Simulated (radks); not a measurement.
Values are calculated unless marked as measured or tabulated.
Initial-state core-level shifts of neutral niobium when its valence configuration changes from [Kr] 4d4 5s1. Level of theory: Dirac Kohn-Sham, LDA (Slater exchange, Perdew-Wang correlation), spin-unpolarised, spherical densities, point nucleus; open shells fill j = l - 1/2 first (a radial shooting solver on a logarithmic mesh with Libxc functionals). Shifts are changes of the shell-averaged eigenvalues in eV (positive: less bound).

| valence | 2s | 2p | 3p | 4s |
|---|---|---|---|---|
| 4d5 | +1.826 | +1.813 | +1.810 | +1.735 |
| 4d3.5 5s1 5p0.5 | -1.843 | -1.836 | -1.830 | -1.758 |
| 4d4 5p1 | -1.143 | -1.144 | -1.159 | -1.184 |
| 4d3 5s1 5p1 | -3.872 | -3.856 | -3.833 | -3.647 |
| 4d4 5s0.5 5p0.5 | -0.588 | -0.589 | -0.597 | -0.609 |
| 4d3 5s2 | -2.656 | -2.640 | -2.605 | -2.417 |
| 4d1.5 5s1 5p2.5 | -10.948 | -10.896 | -10.746 | -9.913 |
| 4d2 5s0.5 5p2.5 | -9.009 | -8.969 | -8.881 | -8.304 |
| 4d1 5s1.5 5p2.5 | -13.022 | -12.956 | -12.730 | -11.595 |
